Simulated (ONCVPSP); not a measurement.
# chlorine (Cl), ONCV: configuration errors across variants

| Property | Result |
| --- | --- |
| Element | Cl |
| Generator | ONCVPSP 4.0.1 |
| Type | optimised norm-conserving Vanderbilt (ONCV) |
| Functional | PBE |
| Relativity | non-relativistic |
| Frozen core | [Ne] |
| Valence charge | 7 |
| Reference configuration | 3s2 3p5 |
| Partial waves | 3s: rc 1.05 bohr, ncon 5, nbas 10, qcut 6.8 1/bohr, 2 projectors, debl 1.9 Ha; 3p: rc 1.45 bohr, ncon 4, nbas 8, qcut 4.7 1/bohr, 3 projectors, debl 0.4 Ha |
| Local potential | polynomial inside 0.70 bohr (lpopt 4, dvloc0 0 Ha) |
| Core correction | Teter function fitted to the true core (icmod 2), fcfact 0.25 |

All-electron excitation energies from the reference (eV): (1) 3s2 3p4 13.890; (2) 3s2 3p3 39.349; (3) 3s2 3p2 77.663; (4) 3s2 3p1 129.903.

2 further variants failed, have other tests or another functional or relativity, and are left out.

A true bound ghost makes a file unfit for plane-wave use even where its test errors are small: the radial tests pick states by their node count and pass the ghost by.

Errors AE − PS in meV (a dash: test not solved or not reliable):

```tsv
change	(1)	(2)	(3)	(4)	bound ghosts	GHOST(+) flags above zero
base	+1.5	+12	+48	+134	s, p	none
all radii but the core radius scaled by about 1.14 (s 1.20, p 1.64 bohr); local potential polynomial inside 0.80 bohr (lpopt 4, dvloc0 0 Ha)	+0.9	+8.1	+33	+92	s, p	none
p: qcut 4	+1.5	+12	+48	+136	s, p	none
p: rc 1.04	+1.0	+9.0	+39	+119	s, p	p
s: qcut 6.4; p: qcut 4.4	+1.5	+12	+47	+133	s, p	none
local potential polynomial inside 0.80 bohr (lpopt 4, dvloc0 6 Ha)	+1.5	+12	+48	+134	s, p	none
local potential polynomial inside 0.70 bohr (lpopt 4, dvloc0 0.5 Ha)	+1.5	+12	+48	+134	s, p	none
p: rc 1.22	+1.7	+14	+54	+153	s, p	p
```

(1) Give the same row for: s: qcut 4.2.

Answers

(1) +1.6, +13, +51, +144; bound ghosts: s, p; GHOST(+) flags above zero: s.
